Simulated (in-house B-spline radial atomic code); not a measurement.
A radial electron density 4πr²n(r) was computed for an atom or ion in its tabulated ground configuration with a B-spline radial code for spherical atoms; method: non-relativistic Hartree-Fock, average of configuration. Columns: r (bohr), 4πr²n(r) (electrons per bohr), bar.

```
 0.00387   0.3683 #
 0.00451   0.4906 #
 0.00525   0.6503 ##
 0.00611   0.8583 ##
 0.00712    1.131 ###
 0.00829     1.48 ####
 0.00966    1.929 #####
  0.0112    2.476 ######
  0.0131    3.201 ########
  0.0152    4.047 ##########
  0.0178    5.134 #############
  0.0207    6.368 ################
  0.0241    7.798 ####################
   0.028    9.372 ########################
  0.0327    11.11 #############################
   0.038    12.82 #################################
  0.0443    14.46 #####################################
  0.0516    15.82 #########################################
    0.06    16.72 ###########################################
  0.0699    17.02 ############################################
  0.0814    16.61 ###########################################
  0.0948     15.5 ########################################
    0.11    13.91 ####################################
   0.129       12 ###############################
    0.15    10.42 ###########################
   0.174    9.491 #########################
   0.203    9.429 ########################
   0.236    10.21 ##########################
   0.275    11.46 ##############################
   0.321    12.57 ################################
   0.373    12.88 #################################
   0.435    12.03 ###############################
   0.506    10.07 ##########################
    0.59    7.406 ###################
   0.687    4.726 ############
     0.8    2.561 #######
   0.931    1.155 ###
    1.08   0.4307 #
    1.26   0.1205 
    1.47  0.02511 
    1.71  0.00387
```

Q: Which atom or ion is it?
A. S7+
B. P8+
C. P7+
D. Si7+

A: C. The area under the curve, ∫4πr²n dr = ∫r·4πr²n d(ln r) on this logarithmic grid, is 8 electrons, which only this option has. The configuration is [He] 2s2 2p4.
